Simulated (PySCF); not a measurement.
# Trend along the fifth-period p block: MNa cations

CCSD(T) with double-zeta basis sets in PySCF, for the lowest determinant that a PBE0 search found; no spin–orbit coupling. De refers to high-spin ground-configuration atoms (the charge goes to the atom of lower measured ionisation energy or higher electron affinity, which is not always the lowest computed limit).

```
 M               basis  reference, frozen orbitals  charged atom  state (unpaired electrons)  Re (Å)  ωe (cm⁻¹)  De (eV)
In           def2-SVPD                      UHF, 5           Na+               doublet (σ ↑)   3.584        100     0.88
Sn            def2-SVP                      UHF, 5           Na+          triplet (σ ↑, π ↑)   3.457        107     0.51
Sb  cc-pVDZ/cc-pVDZ-PP                      UHF, 5           Na+         quartet (σ ↑, π ↑↑)   3.402        103     0.30
Te          x2c-SVPall                     UHF, 19           Na+              triplet (π ↑↑)   3.216        140     0.74
 I            def2-SVP                      UHF, 5           Na+               doublet (π ↑)   3.217        124     0.42
```

The shortest bond is that of NaTe⁺ (3.216 Å), the longest that of NaIn⁺ (3.584 Å).

The rows differ in basis set, which adds steps of its own.

The state changes along the series, so neighbouring rows are not always alike in their bonding.

Correlated steps freeze the inner cores (5 to 19 orbitals); shallow outer-core shells are correlated. Weak bonds: NaI⁺, NaSb⁺. Basis-set superposition, not corrected here, can be much of De in a small basis, most of all at correlated wavefunction levels. These are scalar-relativistic numbers at best; spin–orbit coupling would shift them, the dissociation energy most. For an ion De counts to the pair picked by the measured ionisation energies or electron affinities, which need not be the lowest pair at this level. States were picked by a PBE0 search and need not be the measured ground states.
